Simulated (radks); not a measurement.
The mean radii <r> (bohr) of the occupied orbitals of an atom or ion are listed with their occupations. Method: scalar-relativistic Kohn-Sham, r2SCAN, spin-polarised, spherical densities, finite nucleus; meta-GGA in the generalised Kohn-Sham scheme; Fermi nuclear charge, rms radius of each element as measured or else 0.836 A^(1/3) + 0.57 fm; computed with a radial shooting solver on a logarithmic mesh with Libxc functionals.

orbital  occ.      <r>
1s up       1  0.01774
1s down     1  0.01774
2s up       1  0.07489
2s down     1  0.07489
2p up       3  0.06728
2p down     3  0.06728
3s up       1   0.1937
3s down     1   0.1937
3p up       3   0.1944
3p down     3   0.1944
3d up       5   0.1762
3d down     5   0.1763
4s up       1   0.4318
4s down     1   0.4319
4p up       3   0.4591
4p down     3   0.4591
4d up       5   0.4891
4d down     5   0.4885
5s up       1    1.005
5s down     1   0.9931
4f up       7   0.5566
5p up       3    1.153
4f down     7   0.5500
5p down     2    1.136
5d up       5    1.537
6s up       1    2.337

Name the element and its charge. Open shells, if any, are filled with parallel spins first.

Answer. Z = 76, osmium, charge +3: Os3+ in [Kr] 4d10 4f14 5s2 5p5 5d5 6s1. The 1s radius gives Z: for a bare nucleus <r> = (2 gamma + 1)/(2Z) with gamma = sqrt(1 - (Z/c)^2), 0.01753 bohr for Z = 76, and screening makes it slightly larger (0.01774 here). The occupations add up to 73, and the charge is Z minus that.
